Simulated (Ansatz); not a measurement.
`F[SiH2]O[SiH2][SiH3]` + `[OH][GeH2][SH]` → `[SiH3][O][GeH2][SH]` + `F[SiH2]O[SiH3]`  (cleavage of the Si–Si bond)

Program: Ansatz. Geometries: PBE0-D4/def2-TZVP. ΔE: electronic, gas phase. CCSD(T)/CBS adds triple-zeta CCSD(T) − MP2 to the extrapolated MP2 energy (def2 sets, frozen cores). Functionals use def2-TZVPP. B3LYP here is the variant with VWN-RPA as its local correlation; programs differ in this. For Ge outer-core shells are correlated without core-valence functions, which leaves a few kJ/mol of doubt a bond. Scalar relativity is left out up to krypton. One conformer a species, not always the lowest.

```json
{"level": "PBE-D4", "ΔE (kJ/mol)": "-76.4", "difference from CCSD(T)/CBS": "30.0"}
{"level": "PBE0-D4", "ΔE (kJ/mol)": "-86.3", "difference from CCSD(T)/CBS": "20.1"}
{"level": "ωB97X-V", "ΔE (kJ/mol)": "-102.4", "difference from CCSD(T)/CBS": "4.0"}
{"level": "ωB97M-V", "ΔE (kJ/mol)": "-107.6", "difference from CCSD(T)/CBS": "-1.2"}
{"level": "B2PLYP", "ΔE (kJ/mol)": "-109.9", "difference from CCSD(T)/CBS": "-3.5"}
{"level": "PBE", "ΔE (kJ/mol)": "-76.2", "difference from CCSD(T)/CBS": "30.2"}
{"level": "r2SCAN", "ΔE (kJ/mol)": "-96.9", "difference from CCSD(T)/CBS": "9.5"}
{"level": "PBE0", "ΔE (kJ/mol)": "-86.2", "difference from CCSD(T)/CBS": "20.2"}
{"level": "B3LYP", "ΔE (kJ/mol)": "-103.5", "difference from CCSD(T)/CBS": "2.9"}
{"level": "HF/def2-TZVPP", "ΔE (kJ/mol)": "-133.0", "difference from CCSD(T)/CBS": "-26.6"}
{"level": "MP2/def2-TZVPP", "ΔE (kJ/mol)": "-116.1", "difference from CCSD(T)/CBS": "-9.7"}
{"level": "SCS-MP2/def2-TZVPP", "ΔE (kJ/mol)": "-120.4", "difference from CCSD(T)/CBS": "-14.0"}
{"level": "CCSD/def2-TZVPP", "ΔE (kJ/mol)": "-110.6", "difference from CCSD(T)/CBS": "-4.2"}
{"level": "SCS-MP2/def2-QZVPP", "ΔE (kJ/mol)": "-120.3", "difference from CCSD(T)/CBS": "-13.9"}
{"level": "HF/CBS(def2)", "ΔE (kJ/mol)": "-135.3", "difference from CCSD(T)/CBS": "-28.9"}
{"level": "CCSD/CBS(def2)", "ΔE (kJ/mol)": "-109.7", "difference from CCSD(T)/CBS": "-3.3"}
{"level": "CCSD(T)/CBS", "ΔE (kJ/mol)": "-106.4", "difference from CCSD(T)/CBS": "0"}
```

Largest T1 diagnostic among the species: 0.012.

From PBE to PBE0 (25 % exact exchange), in def2-TZVPP and without D4, ΔE moves by −10.0 kJ/mol. In def2-TZVPP, CCSD(T) changes the Hartree–Fock value by +25.6 kJ/mol (the triples alone add +3.3 kJ/mol) and MP2 by +16.9 kJ/mol.
